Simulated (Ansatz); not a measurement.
`[NH2][Mo](=[O])(=[O])[F]`. The species carries charge 0 and has multiplicity 1. Mo: def2 effective core potential. The geometry is a stationary point of PBE0-D4/def2-TZVP. It is one conformer, not always the lowest.

```xyz
7

N     0.386   -0.966    0.548
Mo   -0.227    0.619   -0.334
O    -1.836    0.849    0.068
O    -0.064    0.392   -1.985
F     0.776    2.079    0.206
H    -0.056   -1.348    1.372
H     1.022   -1.626    0.124
```

Task: What is the dipole moment at B3LYP/def2-TZVPP? (An estimate is asked.)

Result: Computed: 3.84 D, with components (1.49, -2.95, 1.95) D in this frame, pointing from negative to positive charge.

Task: And with PBE, r2SCAN, ωB97M-V? (Estimate.)

Result: Computed: PBE 3.70 D, r2SCAN 3.79 D, ωB97M-V 3.78 D.

Task: Give the Mulliken charges with B3LYP, r2SCAN, ωB97M-V in def2-TZVPP. (Best estimate.)

Result: Ansatz gave: 
```json
{"atom": "N1", "B3LYP": "-0.52", "r2SCAN": "-0.56", "ωB97M-V": "-0.48"}
{"atom": "Mo2", "B3LYP": "1.59", "r2SCAN": "1.59", "ωB97M-V": "1.56"}
{"atom": "O3", "B3LYP": "-0.51", "r2SCAN": "-0.51", "ωB97M-V": "-0.50"}
{"atom": "O4", "B3LYP": "-0.51", "r2SCAN": "-0.51", "ωB97M-V": "-0.50"}
{"atom": "F5", "B3LYP": "-0.41", "r2SCAN": "-0.40", "ωB97M-V": "-0.41"}
{"atom": "H6", "B3LYP": "0.18", "r2SCAN": "0.20", "ωB97M-V": "0.16"}
{"atom": "H7", "B3LYP": "0.18", "r2SCAN": "0.20", "ωB97M-V": "0.16"}
```

B3LYP here is the variant with VWN-RPA as its local correlation; programs differ in this.
